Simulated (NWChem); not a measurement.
System: C2H6BO2, doublet; SMILES CO[B]OC

Input file for NWChem:

```
start job
memory heap 200 mb stack 900 mb global 1100 mb
geometry units angstroms noautosym nocenter noautoz
  C      0.609378    -1.955927     0.029225
  O     -0.633217    -1.306124    -0.159466
  B     -0.768066     0.025181    -0.158986
  O      0.262024     0.876648     0.017722
  C      0.118285     2.274623     0.017752
  H      1.426512    -1.233060     0.171662
  H      0.544189    -2.609754     0.912141
  H      0.826507    -2.581617    -0.849774
  H      0.459112     2.679552     0.983366
  H      0.742971     2.708493    -0.778505
  H     -0.928336     2.577260    -0.145832
end
basis spherical
  C library def2-svp
  O library def2-svp
  B library def2-svp
  H library def2-svp
end
dft
  odft
  mult 2
  xc pbe0
  iterations 150
end
property
  efieldgrad
end
task dft property
```

Coordinates come from a PBE0/def2-SVP, spin-unrestricted optimisation. No frequency run checked for a minimum. No stability test was run on the SCF state.

Vzz is the largest principal value of the second derivative of the potential at the nucleus (NWChem prints the opposite sign); η is the asymmetry. Non-relativistic.

Atoms are numbered as in the input.

### Question
Give the results of this calculation. (PBE0/def2-SVP, spin-unrestricted.) Quantities: Vzz O2 (a.u.); η O2; Vzz B3 (a.u.); η B3; Vzz O4 (a.u.); η O4.

### Answer
| Item | Result |
|---|---|
| Vzz O2 (a.u.) | 1.541 |
| η O2 | 0.01 |
| Vzz B3 (a.u.) | 0.259 |
| η B3 | 0.29 |
| Vzz O4 (a.u.) | 1.446 |
| η O4 | 0.15 |
